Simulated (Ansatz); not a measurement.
F3ITi, SMILES `[F][Ti]([F])([F])[I]`. Charge 0, multiplicity 1. Correlated methods include outer-core shells of I, Ti, which these sets cover unevenly. Scalar relativity is left out up to krypton. I takes the def2 core potential.

```xyz
5

F    -1.749   -0.265   -0.318
Ti   -0.032   -0.071   -0.144
F     0.736   -1.627   -0.200
F     0.573    0.923   -1.431
I     0.471    1.041    2.093
```

Task: Give the diagnostics of a CCSD(T)/def2-TZVPP run (frozen core, the Gaussian-basis code of Ansatz). (An estimate is asked.)

Result: Ansatz gave: T1 = 0.0227, largest single amplitude 0.055, largest double 0.046, (T) share of the correlation energy 3.9 %, 14 CCSD cycles. The RHF solution is stable towards an unrestricted one. T1 lies over the customary mark of 0.02 for closed shells; compounds of d metals often pass it without a breakdown.
